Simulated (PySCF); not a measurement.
C6H11N2P.
Structure used (PBE0-D3(BJ)/def2-SVP), in Å, numbered top down from 1:
```xyz
20
C6H11N2P angstrom
C     -0.503   -0.557    1.402
C     -0.094   -0.050    0.013
C     -0.336   -1.155   -1.024
C     -0.924    1.182   -0.348
C      1.384    0.294    0.030
N      1.782    1.512   -0.269
N      3.105    1.581   -0.193
C      3.774    0.467    0.154
P      2.699   -0.854    0.433
H     -0.343    0.218    2.168
H     -1.569   -0.835    1.411
H      0.081   -1.445    1.693
H     -0.045   -0.820   -2.031
H     -1.402   -1.432   -1.047
H      0.245   -2.060   -0.788
H     -0.650    1.568   -1.340
H     -0.765    1.994    0.376
H     -1.994    0.923   -0.355
H      3.535    2.475   -0.402
H      4.862    0.508    0.221
```

All values: PBE0/pcSseg-1 (PySCF, non-relativistic), on one gas-phase PBE0-D3(BJ)/def2-SVP geometry that isn't relaxed in the solvent. The solvent is an IEF-PCM continuum (Bondi radii, 1.10 Å for H, scaled by 1.2). Only the electrostatic response of the medium enters.

Gas phase at PBE0/pcSseg-1: HOMO -6.82 eV, LUMO -0.52 eV, dipole 2.08 D.

Problem. What does the continuum do to the energy, the frontier levels and the dipole at PBE0/pcSseg-1 in benzene and chloroform?

Solution. 
| solvent | ε | E(solvent) − E(gas) (kcal/mol) | polarisation term (kcal/mol) | distortion of the solute (kcal/mol) | HOMO (eV) | LUMO (eV) | dipole (D) |
| --- | --- | --- | --- | --- | --- | --- | --- |
| benzene | 2.271 | -2.95 | -3.17 | 0.22 | -6.83 | -0.51 | 2.38 |
| chloroform | 4.711 | -4.77 | -5.35 | 0.58 | -6.86 | -0.52 | 2.56 |

Polarisation term: ½ Σ q·V over the induced surface charges. Distortion: the rise of the solute's own energy as its density leaves the gas-phase optimum. From benzene to chloroform the lowering changes by a factor 1.61, Onsager's factor (ε − 1)/(2ε + 1) by 1.55 and ε itself by 2.1.

Problem. Which radius a makes the point-dipole formula ΔE = −[(ε − 1)/(2ε + 1)]·μ²/a³ give the value in chloroform, with the gas-phase dipole?

Solution. μ = 0.817 au and |ΔE| = 0.00759 Eh give a = 1.67 Å; the farthest nucleus lies 4.24 Å from the centroid of the nuclei, so such a sphere wouldn't even hold the nuclei. The formula assumes a rigid point dipole at the centre of a sphere.

Problem. Give the dipole vector in the frame of the coordinates (D, pointing from negative to positive charge), gas and chloroform.

Solution. Gas (1.47, 1.44, -0.29), solvent (1.81, 1.77, -0.35). Its length changes by +23 % and its direction by less than 1°.

Problem. Which ESP-fitted charges (PBE0/pcSseg-1) respond most in benzene (means over atoms taken as equivalent)?

Solution. 
```tsv
atoms	environment	gas (e)	solvent (e)	change
P9	phosphorus bonded to 2 C	-0.227	-0.261	-0.034
N6	pyridine-type nitrogen	-0.418	-0.441	-0.023
C2	benzylic-type carbon	+0.594	+0.612	+0.018
C8	aromatic CH next to a ring nitrogen	-0.106	-0.092	+0.014
H19	N–H hydrogen	+0.319	+0.334	+0.015
H20	aromatic hydrogen	+0.169	+0.178	+0.009
C1/C3/C4	methyl carbon	-0.572	-0.580	-0.008
N7	pyrrole-type nitrogen	-0.096	-0.089	+0.007
```

Problem. Which Mayer bond orders change most in benzene?

Solution. 
```tsv
bond	length (Å)	gas	solvent	change
N7–C8	1.345	1.226	1.243	+0.017
C8–P9	1.726	1.405	1.398	-0.007
N7–H19	1.014	0.928	0.922	-0.006
P9–C5	1.791	1.198	1.202	+0.004
C8–H20	1.091	0.948	0.946	-0.002
N6–N7	1.326	1.183	1.182	-0.001
C2–C5	1.517	0.883	0.884	+0.001
C1–H10	1.101	0.964	0.963	-0.001
```

Problem. How do the nuclear quadrupole coupling constants eQVzz/h respond in benzene?

Solution. 
```json
{"nucleus": "14N at N6", "Q (barn)": "0.02044", "gas (MHz)": "-4.96", "solvent (MHz)": "-4.89", "η gas": "0.54", "η solvent": "0.54"}
{"nucleus": "14N at N7", "Q (barn)": "0.02044", "gas (MHz)": "-3.21", "solvent (MHz)": "-3.06", "η gas": "0.45", "η solvent": "0.54"}
```
